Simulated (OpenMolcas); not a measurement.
# Ag2+: moving or changing the point charges

Ag2+ among 6 point charges of -1 e arranged as a trigonal antiprism (D3d), 1.96 Å from the ion, with a polar angle of 48.2° against the regular 54.74°.
```
   0.0000    1.4604    1.3072  -1.00
  -1.2647   -0.7302    1.3072  -1.00
   1.2647   -0.7302    1.3072  -1.00
   0.0000   -1.4604   -1.3072  -1.00
   1.2647    0.7302   -1.3072  -1.00
  -1.2647    0.7302   -1.3072  -1.00
```

```json
{
 "Program": "OpenMolcas",
 "Method": "CASSCF",
 "Basis": "ANO-RCC-VTZP [7s6p4d2f1g]",
 "Scalar Hamiltonian": "DKH2, point nucleus",
 "Active space": "9 electrons in 5 orbitals (4d)",
 "State averaging": "2S+1 = 2 even, 5 roots",
 "Spin-orbit coupling": "RASSI with atomic mean-field integrals over the reference wave functions"
}
```

Runs around this geometry, states (labels of D3, the rotations of D3d). Energies in cm-1 above the lowest state or level, χT in cm3 K/mol.

```csv
R (Å),q (e),Polar angle / regular,Ground state,First state of that spin,First gap with spin-orbit (degeneracies),χT at 300 K
1.96,-1,0.81,2E,2A1 1998,"291.5 (2, 2)",1.077
1.96,-0.5,0.88,2E,2A1 1269,"145.3 (2, 2)",1.228
1.79,-1,0.88,2E,2A1 4379,"641.2 (2, 2)",0.762
1.96,-1,0.88,2E,2A1 2664,"419.0 (2, 2)",0.949
2.09,-1,0.88,2E,2A1 1848,"258.0 (2, 2)",1.105
```

Taking the first state of the same spin as R^-n, n = -ln(1848 / 4379) / ln(2.09 / 1.79) = 5.6 between the shortest and longest distance.

Scaling the charges by -0.5 / -1 = 0.50 scales the first state of the same spin by 1269 / 2664 = 0.48; with fixed orbitals a first-order splitting would follow the charge.

An orbital doublet at a regular site is open to a Jahn-Teller distortion, which this geometry leaves out. The ground term spreads over less than 5000 cm-1, several times less than with real ligands, so orbital moments are less quenched and χT lies further from the spin-only value than at real sites (holds for R = 1.96, q = -0.5, ratio = 0.88; R = 2.09, q = -1, ratio = 0.88). This is an electrostatic model: the charges have no orbitals. No measured value stands beside these numbers.
